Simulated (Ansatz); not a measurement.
These are frozen-core CCSD(T)/cc-pVTZ // PBE-D3(BJ)/def2-TZVP in Ansatz (a quantum-chemistry and plane-wave program) values and carry that method's errors.

Ansatz 0.2 input:
```yaml
crystal:
  periodic: [false, false, false]
  atoms:
    - { symbol: N, position_ang: [1.829511, -0.035611, -0.000136] }
    - { symbol: C, position_ang: [0.651263, -0.060691, -0.001397] }
    - { symbol: C, position_ang: [-0.701652, 0.293237, 0.006536] }
    - { symbol: O, position_ang: [-1.779122, -0.196935, -0.005002] }
basis:
  gaussian: { orbitals: cc-pVTZ }
correlation:
  method: ccsd_t
magnetization:
  spin_polarized: true
  initial_magnetization: 1
```

Output:

```
Functional definition: HF
727 factors; integrals over basis functions are off by at most 1.2e-3 eV
mean field evaluation 1: about -5575.2975 eV, gradient 2.8e1 eV
mean field evaluation 2: about -5575.3023 eV, gradient 2.8e1 eV
mean field evaluation 4: about -5578.9912 eV, gradient 3.6e0 eV
mean field evaluation 8: about -5579.2172 eV, gradient 5.1e-1 eV
mean field evaluation 16: about -5579.3335 eV, gradient 1.2e-1 eV
mean field evaluation 32: about -5579.2334 eV, gradient 4.1e-1 eV
mean field evaluation 64: about -5579.3271 eV, gradient 2.6e-1 eV
mean field evaluation 96: about -5578.2274 eV, gradient 2.1e-3 eV
mean field evaluation 128: about -5577.7424 eV, gradient 2.9e-1 eV
mean field evaluation 160: about -5577.4256 eV, gradient 4.1e0 eV
mean field -5579.33380685 eV, -205.0367355936 hartree, gradient 2.5e-6 eV, S^2 1.145983; 5 other end points of the search recorded, 0 dependent functions left out
determinant -5579.33380685 eV, -205.0367355936 hartree, with singles and doubles -5598.11404960 eV, -205.7268967849 hartree
determinant -5578.22744035 eV, -204.9960773745 hartree, with singles and doubles -5596.75788129 eV, -205.6770585187 hartree
4 core orbitals not correlated
reference -5579.33380685 eV, -205.0367355936 hartree; 10, 9 occupied and 106, 107 virtual orbitals, 727 factors
second order -17.85221847 eV of doubles, -0.00000000 eV of singles
cycle   1  -18.65732768 eV  change    -1.6e0 eV  update   2.9e-2
cycle   2  -18.72494311 eV  change   -6.8e-2 eV  update   8.0e-3
cycle   3  -18.72128529 eV  change    3.7e-3 eV  update   4.3e-3
cycle   4  -18.73308574 eV  change   -1.2e-2 eV  update   2.6e-3
cycle   5  -18.73969673 eV  change   -6.6e-3 eV  update   1.3e-3
cycle   6  -18.74262697 eV  change   -2.9e-3 eV  update   5.4e-4
cycle   7  -18.74365812 eV  change   -1.0e-3 eV  update   1.8e-4
cycle   8  -18.74386953 eV  change   -2.1e-4 eV  update   7.6e-5
cycle   9  -18.74391225 eV  change   -4.3e-5 eV  update   3.6e-5
cycle  10  -18.74389567 eV  change    1.7e-5 eV  update   1.9e-5
perturbative correction -1.03253291 eV, -0.0379448844 hartree
Total energy: -5599.11023543 eV, -205.7635059388 hartree
```

Cost: about 60 core-seconds (a rough figure).
